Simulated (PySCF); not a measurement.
BBr2, SMILES [B-](Br)Br (connectivity only; charge and spin as stated), charge -1, multiplicity 1. Heavy atoms are numbered as in [B-:1]([Br:2])[Br:3].

Geometry optimised at B3LYP-D3(BJ)/def2-SVPD.

Calculation: PySCF with PBE/pcSseg-2.

GIAO shieldings, no solvent; atoms alike by connectivity are averaged. δ = σ(ref) − σ: ¹¹B against BF3 (σ = 83.1 ppm), references at their B3LYP-D3(BJ)/def2-TZVP geometries, non-relativistic (without spin–orbit terms, shifts of atoms bonded to Cl or Br come out too high).

Problem. Estimate the chemical shifts. (Estimate from the structure and the level; the computed values follow.)

Solution. 
| nucleus | atoms | count | δ (ppm) |
|---|---|---|---|
| ¹¹B | B1 | 1 | 141.8 |
